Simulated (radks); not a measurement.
Results of a calculation; reference values are marked as such.
The nuclear charge of the silicon ion Si2+ is varied continuously with 12 electrons held in [Ne] 3s2. Level of theory: Dirac Kohn-Sham, PBE, spin-unpolarised, spherical densities, finite nucleus; Fermi nuclear charge, rms radius 3.1224 fm (a radial shooting solver on a logarithmic mesh with Libxc functionals). By the Hellmann-Feynman theorem dE/dZ = E(electron-nucleus)/Z, the electronic potential at the nucleus (averaged over a nucleus of fixed radius).

| Z | E (hartree) | E(electron-nucleus)/Z (hartree) | HOMO | e(HOMO) (eV) | <r> HOMO (bohr) |
|---|---|---|---|---|---|
| 13.6 | -269.85297 | -46.9213 | 3s1/2 | -22.633 | 2.098 |
| 13.8 | -279.32308 | -47.7797 | 3s1/2 | -25.517 | 2.022 |
| 14 | -288.96485 | -48.6380 | 3s1/2 | -28.535 | 1.951 |
| 14.2 | -298.77827 | -49.4962 | 3s1/2 | -31.687 | 1.887 |
| 14.4 | -308.76334 | -50.3544 | 3s1/2 | -34.972 | 1.827 |
| 14.6 | -318.92004 | -51.2126 | 3s1/2 | -38.388 | 1.771 |
| 14.8 | -329.24839 | -52.0709 | 3s1/2 | -41.935 | 1.719 |
| 15 | -339.74841 | -52.9293 | 3s1/2 | -45.611 | 1.670 |

The central difference of E at Z = 14 is -48.638 hartree, to compare with the third column; the second derivative is -4.29 hartree.
